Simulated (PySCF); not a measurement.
H3Sn (SMILES [SnH3+]), charge +1, singlet, geometry from GFN2-xTB (such geometries of metal compounds can be far from the true shape) (core potentials on Sn), atoms displaced at random by about 0.1 Å a coordinate; B3LYP/def2-SV(P) (PySCF).

Here is a job for PySCF.
```python
from pyscf import gto, scf, dft
from pyscf.geomopt import geometric_solver

mol = gto.M(
    atom='''
Sn    0.021404    0.050735    0.121124
H     0.748122   -0.427756    1.654642
H    -0.494304    1.670108   -0.387129
H    -0.179954   -1.273915   -1.160166
''',
    basis='def2-sv(p)',
    ecp={'Sn': 'def2-sv(p)'},
    charge=1,
    spin=0,
    verbose=3,
)

def method(m):
    mf = dft.RKS(m)
    mf.xc = 'b3lyp'
    return mf

conv, mol_eq = geometric_solver.kernel(method(mol), maxsteps=100, convergence_set='GAU_TIGHT')
print('optimisation converged:', conv)
print(mol_eq.tostring(format='xyz'))
mf = method(mol_eq)
mf.kernel()
```

The log (banner, timings and long lists left out):

```
Custom engine selected.
Bonds will be generated from interatomic distances less than 1.20 times sum of covalent radii
12 internal coordinates being used (instead of 12 Cartesians)
Internal coordinate system (atoms numbered from 1):
Distance 1-2
Distance 1-3
Distance 1-4
Angle 2-1-4
Angle 3-1-4
Out-of-Plane 1-2-3-4
Translation-X 1-4
Translation-Y 1-4
Translation-Z 1-4
Rotation-A 1-4
Rotation-B 1-4
Rotation-C 1-4
<class 'geometric.internal.Distance'> : 3
<class 'geometric.internal.Angle'> : 2
<class 'geometric.internal.OutOfPlane'> : 1
<class 'geometric.internal.TranslationX'> : 1
<class 'geometric.internal.TranslationY'> : 1
<class 'geometric.internal.TranslationZ'> : 1
<class 'geometric.internal.RotationA'> : 1
<class 'geometric.internal.RotationB'> : 1
<class 'geometric.internal.RotationC'> : 1
> ===== Optimization Info: ====
> Job type: Energy minimization
> Maximum number of optimization cycles: 100
> Initial / maximum trust radius (Angstrom): 0.100 / 0.300
> Convergence Criteria:
> Will converge when all 5 criteria are reached:
>  |Delta-E| < 1.00e-06
>  RMS-Grad  < 1.00e-05
>  Max-Grad  < 1.50e-05
>  RMS-Disp  < 4.00e-05
>  Max-Disp  < 6.00e-05
> === End Optimization Info ===

Geometry optimization cycle 1
Cartesian coordinates (Angstrom)
 Atom        New coordinates             dX        dY        dZ
  Sn   0.021404   0.050735   0.121124    0.000000  0.000000  0.000000
   H   0.748122  -0.427756   1.654642    0.000000  0.000000  0.000000
   H  -0.494304   1.670108  -0.387129    0.000000 -0.000000  0.000000
   H  -0.179954  -1.273915  -1.160166    0.000000  0.000000  0.000000

WARN: Mole.unit (angstrom) is changed to Bohr

converged SCF energy = -215.815710706083
--------------- RKS_Scanner gradients ---------------
         x                y                z
0 Sn     0.0017923827     0.0144633519     0.0189377072
1 H     0.0060452779    -0.0063418005     0.0099610881
2 H    -0.0048990921     0.0126008146    -0.0078444062
3 H    -0.0029375565    -0.0207223106    -0.0210551146
----------------------------------------------
cycle 1: E = -215.815710706  dE = -215.816  norm(grad) = 0.0432747
Step    0 : Gradient = 2.164e-02/2.969e-02 (rms/max) Energy = -215.8157107061
[...]
Geometry optimization cycle 2
Cartesian coordinates (Angstrom)
 Atom        New coordinates             dX        dY        dZ
  Sn   0.028949   0.003365   0.058876    0.007545 -0.047370 -0.062248
   H   0.696906  -0.362192   1.578389   -0.051216  0.065564 -0.076253
   H  -0.456572   1.585920  -0.317227    0.037732 -0.084188  0.069902
   H  -0.174047  -1.207923  -1.091545    0.005907  0.065992  0.068621
converged SCF energy = -215.822338725104
--------------- RKS_Scanner gradients ---------------
         x                y                z
0 Sn    -0.0001537527    -0.0030129467    -0.0032255027
1 H    -0.0012420383     0.0003665348    -0.0025471820
2 H     0.0007051267    -0.0036270242     0.0002723839
3 H     0.0006912183     0.0062733854     0.0054981645
----------------------------------------------
cycle 2: E = -215.822338725  dE = -0.00662802  norm(grad) = 0.0105575
Step    1 : Displace = 1.017e-01/1.157e-01 (rms/max) Trust = 1.000e-01 (=) Grad = 5.279e-03/8.370e-03 (rms/max) E (change) = -215.8223387251 (-6.628e-03) Quality = 0.765
[...]
Geometry optimization cycle 3
Cartesian coordinates (Angstrom)
 Atom        New coordinates             dX        dY        dZ
  Sn   0.022352   0.002305   0.060700   -0.006597 -0.001060  0.001823
   H   0.701626  -0.350468   1.589891    0.004719  0.011724  0.011502
   H  -0.453387   1.605036  -0.305538    0.003185  0.019116  0.011689
   H  -0.175377  -1.237702  -1.116483   -0.001330 -0.029779 -0.024939
converged SCF energy = -215.822605809862
--------------- RKS_Scanner gradients ---------------
         x                y                z
0 Sn     0.0002257297     0.0014087082     0.0023934892
1 H     0.0000283293     0.0003768606    -0.0000788765
2 H     0.0000859432     0.0002193022    -0.0000160055
3 H    -0.0003389034    -0.0020042616    -0.0023002512
----------------------------------------------
cycle 3: E = -215.82260581  dE = -0.000267085  norm(grad) = 0.00417038
Step    2 : Displace = 2.430e-02/3.889e-02 (rms/max) Trust = 1.414e-01 (+) Grad = 2.085e-03/3.070e-03 (rms/max) E (change) = -215.8226058099 (-2.671e-04) Quality = 0.670
[...]
Geometry optimization cycle 4
Cartesian coordinates (Angstrom)
 Atom        New coordinates             dX        dY        dZ
  Sn   0.027044   0.003621   0.057345    0.004692  0.001315 -0.003355
   H   0.700738  -0.357628   1.589568   -0.000888 -0.007160 -0.000323
   H  -0.457398   1.604794  -0.310232   -0.004011 -0.000242 -0.004694
   H  -0.175207  -1.231634  -1.108053    0.000170  0.006067  0.008430
converged SCF energy = -215.822638779485
--------------- RKS_Scanner gradients ---------------
         x                y                z
0 Sn     0.0003558004    -0.0006062761    -0.0003400968
1 H     0.0001192793    -0.0000805443     0.0005656186
2 H    -0.0003122122     0.0005302158    -0.0002039592
3 H    -0.0001621286     0.0001569429    -0.0000231749
----------------------------------------------
cycle 4: E = -215.822638779  dE = -3.29696e-05  norm(grad) = 0.00119253
Step    3 : Displace = 7.635e-03/1.042e-02 (rms/max) Trust = 1.414e-01 (=) Grad = 5.963e-04/7.809e-04 (rms/max) E (change) = -215.8226387795 (-3.297e-05) Quality = 0.878
[...]
Geometry optimization cycle 5
Cartesian coordinates (Angstrom)
 Atom        New coordinates             dX        dY        dZ
  Sn   0.021329   0.003423   0.059180   -0.005716 -0.000197  0.001835
   H   0.701376  -0.356758   1.585857    0.000638  0.000870 -0.003711
   H  -0.454620   1.603468  -0.309547    0.002778 -0.001325  0.000685
   H  -0.172940  -1.230997  -1.106794    0.002267  0.000638  0.001259
converged SCF energy = -215.822640778645
--------------- RKS_Scanner gradients ---------------
         x                y                z
[...]
Step    4 : Displace = 4.124e-03/5.993e-03 (rms/max) Trust = 2.000e-01 (+) Grad = 3.518e-04/4.279e-04 (rms/max) E (change) = -215.8226407786 (-1.999e-06) Quality = 0.320
converged SCF energy = -215.822643058878
[...]
----------------------------------------------
cycle 6: E = -215.822643059  dE = -2.28023e-06  norm(grad) = 0.000454678
Step    5 : Displace = 2.639e-03/4.205e-03 (rms/max) Trust = 2.000e-01 (=) Grad = 2.273e-04/3.122e-04 (rms/max) E (change) = -215.8226430589 (-2.280e-06) Quality = 0.796
[...]
Geometry optimization cycle 7
Cartesian coordinates (Angstrom)
 Atom        New coordinates             dX        dY        dZ
  Sn   0.024004   0.004319   0.057483   -0.001013 -0.000193 -0.000030
   H   0.700491  -0.357310   1.586673    0.000653 -0.000708  0.000424
   H  -0.455903   1.605300  -0.308592   -0.000124  0.001326 -0.000476
   H  -0.173517  -1.233196  -1.106745    0.000446 -0.000439  0.000148
converged SCF energy = -215.822643543994
--------------- RKS_Scanner gradients ---------------
         x                y                z
0 Sn     0.0000302232    -0.0001436774    -0.0000094692
1 H     0.0000426930    -0.0000014729     0.0001076078
2 H    -0.0000496058     0.0001326840    -0.0000533397
3 H    -0.0000223539     0.0000128091    -0.0000464554
----------------------------------------------
cycle 7: E = -215.822643544  dE = -4.85115e-07  norm(grad) = 0.000246543
Step    6 : Displace = 1.070e-03/1.419e-03 (rms/max) Trust = 2.828e-01 (+) Grad = 1.233e-04/1.514e-04 (rms/max) E (change) = -215.8226435440 (-4.851e-07) Quality = 0.664
[...]
Geometry optimization cycle 8
Cartesian coordinates (Angstrom)
 Atom        New coordinates             dX        dY        dZ
  Sn   0.023829   0.004560   0.057415   -0.000175  0.000242 -0.000068
   H   0.700294  -0.357345   1.586157   -0.000197 -0.000035 -0.000516
   H  -0.455761   1.605158  -0.308334    0.000142 -0.000142  0.000259
   H  -0.173326  -1.233275  -1.106353    0.000191 -0.000079  0.000392
converged SCF energy = -215.822643730625
--------------- RKS_Scanner gradients ---------------
         x                y                z
0 Sn     0.0000063987    -0.0000354975     0.0000127615
1 H     0.0000065155     0.0000099068     0.0000132112
2 H    -0.0000041898     0.0000037377    -0.0000149936
3 H    -0.0000077524     0.0000221923    -0.0000126349
----------------------------------------------
cycle 8: E = -215.822643731  dE = -1.86631e-07  norm(grad) = 5.24173e-05
Step    7 : Displace = 4.188e-04/5.649e-04 (rms/max) Trust = 2.828e-01 (=) Grad = 2.621e-05/3.826e-05 (rms/max) E (change) = -215.8226437306 (-1.866e-07) Quality = 1.187
[...]
Geometry optimization cycle 9
Cartesian coordinates (Angstrom)
 Atom        New coordinates             dX        dY        dZ
  Sn   0.023771   0.004713   0.057300   -0.000058  0.000153 -0.000115
   H   0.700167  -0.357461   1.585931   -0.000128 -0.000116 -0.000226
   H  -0.455765   1.605337  -0.308145   -0.000004  0.000179  0.000188
   H  -0.173195  -1.233512  -1.106099    0.000131 -0.000237  0.000254
converged SCF energy = -215.822643757446
--------------- RKS_Scanner gradients ---------------
         x                y                z
0 Sn     0.0000082134    -0.0000134887     0.0000150891
1 H    -0.0000043649     0.0000070532    -0.0000113247
2 H    -0.0000004694    -0.0000013244    -0.0000035384
3 H    -0.0000024012     0.0000080962    -0.0000018729
----------------------------------------------
cycle 9: E = -215.822643757  dE = -2.68209e-08  norm(grad) = 2.76306e-05
Step    8 : Displace = 2.838e-04/3.612e-04 (rms/max) Trust = 3.000e-01 (+) Grad = 1.382e-05/2.184e-05 (rms/max) E (change) = -215.8226437574 (-2.682e-08) Quality = 1.190
[...]
Geometry optimization cycle 10
Cartesian coordinates (Angstrom)
 Atom        New coordinates             dX        dY        dZ
  Sn   0.023718   0.004794   0.057252   -0.000053  0.000080 -0.000047
   H   0.700124  -0.357546   1.585919   -0.000042 -0.000085 -0.000012
   H  -0.455782   1.605416  -0.308072   -0.000017  0.000079  0.000074
   H  -0.173147  -1.233609  -1.106004    0.000048 -0.000097  0.000095
converged SCF energy = -215.822643759227
--------------- RKS_Scanner gradients ---------------
         x                y                z
0 Sn    -0.0000054536     0.0000160179    -0.0000073850
1 H     0.0000032410    -0.0000018347     0.0000044426
2 H     0.0000034632    -0.0000114258     0.0000022251
3 H    -0.0000002705    -0.0000024234    -0.0000009260
----------------------------------------------
cycle 10: E = -215.822643759  dE = -1.7809e-09  norm(grad) = 2.29947e-05
Step    9 : Displace = 1.096e-04/1.366e-04 (rms/max) Trust = 3.000e-01 (=) Grad = 1.150e-05/1.846e-05 (rms/max) E (change) = -215.8226437592 (-1.781e-09) Quality = 0.478
[...]
Geometry optimization cycle 11
Cartesian coordinates (Angstrom)
 Atom        New coordinates             dX        dY        dZ
  Sn   0.023714   0.004770   0.057274   -0.000004 -0.000023  0.000022
   H   0.700101  -0.357551   1.585926   -0.000024 -0.000005  0.000007
   H  -0.455792   1.605438  -0.308053   -0.000010  0.000022  0.000019
   H  -0.173144  -1.233614  -1.105993    0.000003 -0.000005  0.000011
converged SCF energy = -215.822643760203
--------------- RKS_Scanner gradients ---------------
         x                y                z
0 Sn    -0.0000023450     0.0000053185    -0.0000043421
1 H     0.0000019158    -0.0000011120     0.0000011692
2 H     0.0000010771    -0.0000021878     0.0000008059
3 H     0.0000003327    -0.0000016850     0.0000007248
----------------------------------------------
cycle 11: E = -215.82264376  dE = -9.75916e-10  norm(grad) = 8.30569e-06
Step   10 : Displace = 1.792e-05/2.425e-05 (rms/max) Trust = 3.000e-01 (=) Grad = 4.153e-06/7.255e-06 (rms/max) E (change) = -215.8226437602 (-9.759e-10) Quality = 1.303
[...]
Converged! =D

optimisation converged: True
4
XYZ from PySCF
Sn          0.02371404        0.00477038        0.05727414
H           0.70010073       -0.35755134        1.58592590
H          -0.45579174        1.60543835       -0.30805303
H          -0.17314445       -1.23361447       -1.10599319
converged SCF energy = -215.822643760278
```
